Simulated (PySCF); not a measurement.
## Stretching BTe

Set-up: basis B def2-TZVPP, Te def2-TZVPP with ECP28; scalar-relativistic core potentials; PySCF 2.14. Energies in eV from B + Te in their ground configurations at the same level. State: ²Σ⁺ (doublet), unpaired electrons σ ↑.

All columns are PBE0. A positive dipole means B(−)Te(+).

| R (Å) | E (eV) | μ (D) | Mulliken charge on B (basis-dependent) | HOMO (eV) | LUMO (eV) | Mayer bond order | ⟨S²⟩ |
| --- | --- | --- | --- | --- | --- | --- | --- |
| 1.680 | -2.653 | 0.70 | -0.11 | -7.57 | -2.80 | 2.70 | 0.77 |
| 1.759 | -3.437 | 0.54 | -0.09 | -7.73 | -3.02 | 2.64 | 0.77 |
| 1.837 | -3.868 | 0.37 | -0.08 | -7.64 | -3.24 | 2.58 | 0.78 |
| 1.895 | -4.019 | 0.25 | -0.07 | -7.53 | -3.41 | 2.53 | 0.78 |
| 1.954 | -4.057 | 0.12 | -0.06 | -7.42 | -3.58 | 2.48 | 0.78 |
| 2.013 | -4.010 | 0.00 | -0.05 | -7.32 | -3.75 | 2.43 | 0.78 |
| 2.091 | -3.850 | -0.17 | -0.03 | -7.20 | -3.96 | 2.35 | 0.78 |
| 2.188 | -3.547 | -0.37 | -0.01 | -7.06 | -4.21 | 2.24 | 0.78 |
| 2.306 | -3.106 | -0.62 | 0.03 | -6.90 | -4.48 | 2.10 | 0.78 |
| 2.462 | -2.488 | -0.98 | 0.08 | -6.71 | -4.73 | 1.88 | 0.77 |

A fit through these points gives, at Re = 1.949 Å, μ = 0.14 D and dμ/dR = -2.14 D/Å; the reduced mass is 10.15 u.

Problem. How strong is the fundamental in the double-harmonic approximation, I = 42.26·(dμ/dR)²/μred km/mol?

Solution. I = 42.26·(-2.14)²/10.15 = 19.1 km/mol at PBE0.

These are scalar-relativistic numbers at best; spin–orbit coupling would shift them, the dissociation energy most. The state was picked by a PBE0 search and need not be the measured ground state.
